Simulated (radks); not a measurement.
Results of a calculation; reference values are marked as such.
Spherical quantum dot in the effective-mass picture: electrons in a hard-walled sphere of radius 1.48, all in effective atomic units (hartree* = m*/eps^2 hartree, bohr* = eps/m* bohr), one dielectric constant everywhere. Level of theory: non-relativistic Kohn-Sham, LDA (Slater exchange, Perdew-Wang correlation), spin-polarised, spherical densities (a radial shooting solver with Libxc functionals). Levels are named by radial order and angular momentum (1s, 1p, 1d, 2s, ...), and open shells are averaged over m. Results are scaled to m* = 0.042 and eps = 9.4, for which hartree* = 12.93 meV and bohr* = 11.84 nm.

N = 15, configuration 1s2 1p6 1d(up 5, down 2). This is the lowest configuration that the search found. Occupied and some empty levels:

level    occupation  eigenvalue (meV)  <r> (nm)
1s up             1            207.83     10.08
1s down           1            209.39     10.04
1p up             3            230.49     11.16
1p down           3            232.22     11.15
1d up             5            263.42     11.88
1d down           2            265.22     11.87
2s up             0            296.46     8.308
2s down           0            297.44     8.319
1f up             0            305.32     12.40
1f down           0            307.14     12.40
2p up             0            353.35     9.305
2p down           0            354.52     9.302

Energy (meV): total 2332.62, kinetic 1138.2, external 0, Hartree 1378.5, exchange-correlation -184.10.
